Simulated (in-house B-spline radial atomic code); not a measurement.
# RPA and G0W0 on wB97X: the tellurium ion Te⁴²⁺

Configuration [He] 2s2 2p6, mean-field start wB97X. Computed with a B-spline radial code for spherical atoms: all electrons, non-relativistic, point nucleus, each spin shell either full or empty, empty states to l = 9 with an (l + 1/2)⁻⁴ tail; G0W0 by contour deformation at full frequency.

Without relativity these are model numbers: it shifts the levels of so heavy an element strongly and can reorder them.

Command:
```bash
python run_gw.py task.json out
```
Settings (radii: box in bohr, nucleus in fm):
```
Z                        52
electrons                10
configuration            [He] 2s2 2p6
hamiltonian              nr
method                   wb97x
lmax                     9
spin_polarised           False
box_radius               2.38
intervals                46
```

Time taken, with all properties: 0.9 s on 1 thread of Arm Neoverse N1, with other jobs on the host.

Energies (hartree):

```
                                     term        value
                         mean-field total  -4968.54243
Hartree-Fock functional on these orbitals  -4967.50519
                      direct second order     -0.65325
                    second-order exchange        0.228
                         SOSEX correction      0.22485
```

Question: What is the RPA correlation energy, and what remains with SOSEX?

Answer: RPA gives -0.64019 hartree (-1.74 eV per electron); RPA + SOSEX gives -0.41534, and the second-order doubles -0.42526 hartree (no singles). RPA lacks exchange-type terms and so overcorrelates at short range.

Quasi-particle levels (eV):

```csv
level,occupied,mean field,Σx - vxc,Σc,QP weight,G0W0
2p,yes,-6916.40,-87.08,?,?,?
2s,yes,-7160.17,-105.16,3.54,0.999,-7261.79
1s,yes,-33225.90,-304.48,22.68,0.995,-33507.70
3s,no,-2957.06,19.57,-0.94,1.000,-2938.44
```

G0W0 = mean field + (Σx - vxc) + Σc, with Σc (partial-wave tail included) taken at the quasi-particle energy.

Question: Where does G0W0 put 2p?

Answer: At -7001.67 eV, with Σc = 1.81 eV and a quasi-particle weight of 0.999. The tabulated removal energy is 7022 ± 4 eV (NIST, tabulated theory); the calculation leaves out relativity, Breit and QED terms, and what these don't explain is the method's own error.
